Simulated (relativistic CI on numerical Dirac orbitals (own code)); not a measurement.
## Er X: sensitivity of the levels to the model

Base calculation: Dirac-Coulomb-Breit CI, orbitals from a KLI potential per configuration, a model potential for QED, unscaled Slater integrals.

CI space (outside the closed core [Kr] 4d10): 4f¹⁰5s²5p, 4f¹¹5s², 4f¹⁰5s²5d, 4f¹²5s, 4f¹²5p, 4f¹¹5s5p, 4f¹¹5p², 4f¹¹5s6s. The list is cut by size and lacks configurations that can hold low levels.

Variants: (1) valence Slater integrals scaled by 0.9; (2) configuration mixing switched off; (3) only the first 3 configurations. Shifts of the energy above 4f¹⁰5s²5p ⁶H°15/2, in cm⁻¹, for the lowest level and the first level of each name with at least 55 % of one term (blank where a level changes its place among those of its configuration and J or its character, or is not in the variant):

| Level | Base | Δ(1) | Δ(2) | Δ(3) |
| --- | --- | --- | --- | --- |
| 4f¹⁰5s²5p ⁶H°15/2 | 0.0 | 0.0 | 0.0 | 0.0 |
| 4f¹⁰5s²5p ⁶P°3/2 | 26625.4 | -2136.6 | +2.5 | +0.6 |
| 4f¹⁰5s²5p ⁶G°3/2 | 29994.8 | -2116.2 | +0.6 | +0.4 |
| 4f¹⁰5s²5p ⁶H°5/2 | 40364.8 | -2824.7 | +3.4 | +2.6 |
| 4f¹⁰5s²5p ⁴D°1/2 | 48021.0 |  | +15.7 | +4.7 |
| 4f¹⁰5s²5p ⁴L°19/2 | 48872.0 | -4183.6 | -0.5 | -0.1 |

At this charge energies of transitions that change n are usually good to better than 1 %, and those within a shell (Δn = 0) to a few per cent. Terms inside the open d or f shell come out 10 to 20 % too wide with unscaled integrals. Levels and lines within the n = 5 or 6 shells can be off by up to 10 % or somewhat more, and those that change n by about 2 %, since core polarisation is missing.

Ionisation energy from the two ground configurations alone: base 166.877 eV; valence Slater integrals scaled by 0.9 166.763 eV. The NIST ASD value (theoretical) is 177 eV. The gap of more than 2 % comes from missing correlation, or from a tabulated value that is itself an estimate.

LS names give the leading component of a level, which can be under half, so a name can repeat, a term be missing and a line seem to break the LS rules.
